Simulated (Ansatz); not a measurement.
Consider the formal exchange of groups at the Si–C bond: `N[SiH2]C[SiH2]N` + `OBCl` → `N[SiH2]B(O)Cl` + `C[SiH2]N`.

Isolated molecules relaxed with PBE0-D4/def2-TZVP in Ansatz; ΔE leaves out vibrations. CBS: MP2 limit from def2 TZ/QZ plus the TZ coupled-cluster correction, frozen cores. This one scheme is used for every species. Functionals use def2-TZVPP. B3LYP here is the variant with VWN-RPA as its local correlation; programs differ in this. One conformer a species, not always the lowest.

| level | ΔE (kJ/mol) |
| --- | --- |
| PBE-D4 | 32.8 |
| r2SCAN-D4 | 39.0 |
| B3LYP-D4 | 38.9 |
| PBE0 | 32.2 |
| HF/def2-TZVPP | 36.9 |
| CCSD/def2-TZVPP | 41.5 |
| SCS-MP2/def2-QZVPP | 44.2 |
| CCSD/CBS(def2) | 40.0 |

What does CCSD(T)/CBS give? (Estimate.)

Computed: +40.8 kJ/mol. The listed levels differ from it by -8.0, -1.8, -1.9, -8.6, -3.9, 0.7, 3.4, -0.8 kJ/mol.

Largest T1 diagnostic among the species: 0.012.

From PBE to PBE0 (25 % exact exchange), in def2-TZVPP and without D4, ΔE moves by +5.0 kJ/mol. The D4 term adds +8.9 kJ/mol with B3LYP and +4.9 kJ/mol with PBE0; it sums over pairs of atoms, weighted by their polarisabilities, and B3LYP, whose exchange is more repulsive, gets the larger term. In def2-TZVPP, CCSD(T) changes the Hartree–Fock value by +5.4 kJ/mol (the triples alone add +0.8 kJ/mol) and MP2 by +11.8 kJ/mol.
